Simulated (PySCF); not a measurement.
Structure elucidation problem

An unknown has the formula C3H10Si. Its calculated NMR data are:

¹H NMR (300 MHz, computed): δ 4.41 (decet, 1H), 0.08 (d, 9H).

¹³C{¹H} NMR (computed): δ -2.0 (3C).

PySCF 2.14.0 with density-fitted response routines calculation with NMR shieldings at B97-2/pcSseg-2/GIAO and structure optimised with PBE0-D3(BJ)/def2-TZVP; single conformer, relativity neglected, averaged over atoms made equivalent by symmetry, fast rotation or ring inversion, isolated molecule.

Shifts are taken against calculated references (same method and geometry level): ¹H (σ = 31.64 ppm), ¹³C (σ = 185.38 ppm) against TMS.

Task: Deduce the structure.

Result: 
Rings plus π bonds: 0. 1 carbon signal for 3 carbons: some carbons are equivalent by symmetry or fast rotation. Carbon types of the structure: 3 × CH3, leaving 1 H on heteroatoms. δC -2.0: methyl carbon bonded to Si; an electropositive neighbour leaves it electron-rich and shielded. δH 4.41: hydrogen on a silicon bonded to 3 C. δH 0.08: hydrogen on a methyl carbon bonded to Si; an electropositive neighbour shields it, as in TMS itself.

The compound is trimethylsilane (C[SiH](C)C).

Shifts are as computed. Against solution values, carbons near 30 ppm lie about +3 ppm off and those near 130 ppm about +7 ppm. Of 1211 compounds with measured shifts, 218 miss one by over three times the rms of a fit or turn the order of signals round; such compounds aren't used in these exercises. No couplings were computed; multiplicities are counted from neighbouring protons, with m where these are inequivalent, close in shift, in a saturated or five-membered ring or joined by F or P, and br s for small geminal =CH2 splittings.
